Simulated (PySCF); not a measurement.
Computed shifts of a molecule C4H8Si, KT2/pcSseg-1 (PySCF), GIAO, gas phase, atoms alike by connectivity averaged where their shifts nearly agree, in ppm (number of nuclei): ¹³C: 76.3 (1), 65.9 (1), 7.0 (1), -3.8 (1). ²⁹Si: -33.2 (1). ¹H: 4.48 (2), 2.07 (1), 2.06 (2), 0.48 (3). References: ¹³C against TMS (σ = 185.1 ppm); ²⁹Si against TMS (σ = 361.9 ppm); ¹H against TMS (σ = 31.47 ppm), references at their B3LYP-D3(BJ)/def2-TZVP geometries, non-relativistic. Geometry optimised at B3LYP-D3(BJ)/def2-SVP. One conformer was computed; it need not be the lowest.

Question: Identify the compound among the candidates.
A. CCC#C[SiH3]
B. C#CC[SiH2]C
C. [SiH3][C@@H]1C=CC1
D. CC1=C[SiH2]C1

Answer: B, C#CC[SiH2]C
